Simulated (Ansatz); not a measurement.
HNaO, charge +1, doublet, at a GFN2-xTB geometry (such geometries of metal compounds can be far from the true shape) (a state made from the parent by changing its charge; the spin is typed, not shown lowest). Base run: B3LYP/STO-3G (Ansatz, a first-principles code).

Here is a job for Ansatz.
Ansatz 0.2 input:
```yaml
crystal:
  periodic: [false, false, false]
  atoms:
    - {symbol: Na, position_ang: [-0.00000000, -0.00000000, -0.98015460]}
    - {symbol: O, position_ang: [0.00000000, 0.00000000, 1.08981044]}
    - {symbol: H, position_ang: [0.00000000, 0.00000000, 2.06321711]}
basis:
  gaussian:
    orbitals: STO-3G
hamiltonian:
  xc: b3lyp
total_charge: 1
magnetization: {spin_polarized: true, initial_magnetization: 1}
```

The bond that is stretched is that between atoms 1 and 2. A test that says stable can miss a lower solution.

The base run was repeated with changes; each row names its change, and settings that it needs were set with it.

```csv
change,ΔE vs base (mEh),<S^2>,stability test says
base,0.000,0.751,minimum
spin_polarized = on; lower_state_search = off,0.000,0.751,undecided (no full test)
spin_polarized = on; lower_state_search = standard,0.000,0.751,minimum
bond × 1.25,21.536,0.751,minimum
spin_polarized = on; lower_state_search = off; bond × 1.25,21.536,0.751,undecided (no full test)
spin_polarized = on; lower_state_search = standard; bond × 1.25,21.536,0.751,minimum
bond × 1.5,36.814,0.751,minimum
spin_polarized = on; lower_state_search = off; bond × 1.5,36.814,0.751,undecided (no full test)
spin_polarized = on; lower_state_search = standard; bond × 1.5,36.814,0.751,minimum
bond × 1.8,42.845,0.751,minimum
spin_polarized = on; lower_state_search = off; bond × 1.8,42.845,0.751,undecided (no full test)
spin_polarized = on; lower_state_search = standard; bond × 1.8,42.845,0.751,minimum
bond × 2.2,45.754,0.751,minimum
spin_polarized = on; lower_state_search = off; bond × 2.2,45.754,0.751,undecided (no full test)
spin_polarized = on; lower_state_search = standard; bond × 2.2,45.754,0.751,minimum
bond × 3.0,48.341,0.751,minimum
spin_polarized = on; lower_state_search = off; bond × 3.0,48.341,0.751,undecided (no full test)
spin_polarized = on; lower_state_search = standard; bond × 3.0,48.341,0.751,minimum
```

On stretching, the SCF can end on different states; <S^2> shows the spin contamination of each.
